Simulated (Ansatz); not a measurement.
Total energies of C3H9NOSn (`CC(C)[O][Sn][NH2]`).

```xyz
15

C     0.6806   -0.4845    1.6934
C     0.5158    0.4357    0.4975
C     1.7868    0.5198   -0.3278
O    -0.5329   -0.0391   -0.3127
Sn   -2.1824    1.0030   -0.6876
N    -2.8895   -0.4895   -1.8223
H     0.9000   -1.4995    1.3523
H    -0.2386   -0.5164    2.2827
H     1.4955   -0.1504    2.3411
H     0.2886    1.4486    0.8765
H     1.6519    1.1996   -1.1720
H     2.6269    0.8772    0.2736
H     2.0370   -0.4676   -0.7244
H    -3.7725   -0.4954   -2.3063
H    -2.3672   -1.3415   -1.9641
```

The species carries charge 0 and has multiplicity 1. Correlated methods include outer-core shells of Sn, which these sets cover unevenly. Sn: def2 effective core potential. The geometry is a stationary point of PBE0-D4/def2-TZVP. It is one conformer, not always the lowest. Basis def2-TZVPP, Ansatz 0.2.0.

RPA on PBE orbitals: Hartree–Fock energy of these orbitals -461.57136 Eh, correlation -2.02249 Eh (frozen core).

| functional | energy without D4 (Eh) | D4 term (kJ/mol) |
| --- | --- | --- |
| LDA (SPW92) | -461.71435 | – |
| BLYP | -464.01649 | -72.3 |
| B97M-V | -464.13432 | – |
| PBE0 | -463.87485 | -28.3 |
| B3LYP | -464.24728 | -53.2 |
| HSE06 (plane-wave form) | -463.85958 | -26.4 |
| CAM-B3LYP | -464.03087 | -28.8 |
| LC-ωPBE | -464.03978 | – |
| ωB97X-V | -464.06667 | – |
| B2PLYP | -463.75184 | – |

(1) Give the same for PBE, revPBE, r2SCAN, r2SCANh, r2SCAN0, BHLYP, ωB97M-V, PBE-QIDH. (Estimate.)

B3LYP takes the VWN-RPA correlation (the form of Gaussian; ORCA's B3LYP/G). HSE06 is the plane-wave form, built on full-range PBE exchange. The double hybrids freeze the cores in their second-order part.

Answers

(1) Ansatz gave: 
| functional | energy without D4 (Eh) | D4 term (kJ/mol) |
| --- | --- | --- |
| PBE | -463.84828 | -33.1 |
| revPBE | -464.12919 | -101.4 |
| r2SCAN | -464.10270 | -8.6 |
| r2SCANh | -464.07735 | -9.1 |
| r2SCAN0 | -464.04109 | -10.1 |
| BHLYP | -463.94312 | -40.8 |
| ωB97M-V | -464.00289 | – |
| PBE-QIDH | -463.64458 | – |

LC-ωPBE has ω = 0.4 bohr⁻¹.
